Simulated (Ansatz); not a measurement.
Ideal-gas functions of `[SH][Zr]([SH])([SH])[SH]` at 500 K and 1 bar, from an Ansatz frequency run at PBE0-D4/def2-TZVP.

Molar mass 223.52 g/mol, point group S4 (symmetry number 2), electronic degeneracy 1, moments of inertia 519.436, 523.099, 523.169 u Å². Harmonic wavenumbers (cm⁻¹, unscaled): 72, 72, 81, 89, 100, 133, 134, 226, 229, 339, 361, 361, 393, 491, 495, 498, 498, 2663, 2663, 2663, 2664.

Use S(trans) = R[1.5 ln M + 2.5 ln T − 1.1517]; rotational temperatures θ = 24.2544 K / I; S(rot) = R[ln(√π/σ · √(T³/θAθBθC)) + 1.5]; for each mode x = 1.438777 ν̃/T, S = R[x/(eˣ − 1) − ln(1 − e⁻ˣ)] and H = RT x/(eˣ − 1); 1 cm⁻¹ = 0.0119627 kJ/mol; R = 8.31446 J/(mol·K).

Question: By hand: the entropy, in J/(mol·K).

Answer: Translation 187.1. Rotation: θ = 0.0467, 0.0464, 0.0464 K, giving 127.2. Vibration, mode by mode: 21.42, 21.42, 20.44, 19.66, 18.70, 16.35, 16.29, 12.04, 11.93, 8.84, 8.36, 8.36, 7.72, 6.10, 6.04, 6.00, 6.00, 0.03, 0.03, 0.03, 0.03, in all 215.8. Electronic 0.0. Sum 530.1 J/(mol·K).

Question: By hand: H − E and G − E in kJ/mol, counted from the electronic energy.

Answer: Zero-point energy ½ × 15225 × 0.0119627 = 91.1; thermal vibration 48.1; translation, rotation and pV give 4 RT = 16.6. H − E = 155.8 kJ/mol, and G − E = 155.8 − 500 × 530.1/1000 = -109.2 kJ/mol.

Vibration gives 41 % of the entropy, 134.3 J/(mol·K) of it from the modes under 150 cm⁻¹: soft modes count most, and the harmonic formula is weakest for them. The sum counts one conformer and one mirror image; others add a mixing term.
